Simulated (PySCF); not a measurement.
Geometries of 2 isomers of C2H6O2Te, from PBE0-D3(BJ)/def2-SVP geometry optimisation, gas phase, def2 core potentials past Kr (PySCF 2.14.0). One conformer each, no zero-point energy, no frequencies.

**Question.** Which is lower in electronic energy at this level?
A.
```xyz
11
angstrom
C      1.918   -1.094   -0.198
Te     0.474    0.457   -0.395
C     -1.234   -0.512    0.423
O      0.943    1.808    0.726
O      0.177    0.709   -2.169
H      1.582   -1.955   -0.790
H      2.864   -0.702   -0.594
H      2.021   -1.342    0.866
H     -2.067    0.201    0.367
H     -1.450   -1.402   -0.183
H     -1.019   -0.770    1.468
```
B.
```xyz
11
angstrom
Te    -0.009    0.289   -1.774
O      1.220    0.901   -0.337
C      2.129   -0.038    0.186
H      1.618   -0.884    0.677
H      2.734    0.488    0.943
H      2.811   -0.444   -0.583
O     -1.253   -0.754   -0.629
C     -2.127   -0.025    0.201
H     -1.582    0.575    0.950
H     -2.753   -0.759    0.734
H     -2.789    0.651   -0.369
```

**Answer.** B. That is Te(OMe)2, `CO[Te]OC`, 63.5 kcal/mol below the other.

| SMILES | atoms numbered as above | E (Eh) | relative (kcal/mol) | relative (kJ/mol) | dipole (D) |
| --- | --- | --- | --- | --- | --- |
| CO[Te]OC | – | -497.81692 | 0.0 | 0.0 | 0.36 |
| C[Te](C)(=O)=O | [CH3:1][Te:2]([CH3:3])(=[O:4])=[O:5] | -497.71566 | 63.5 | 265.8 | 5.56 |
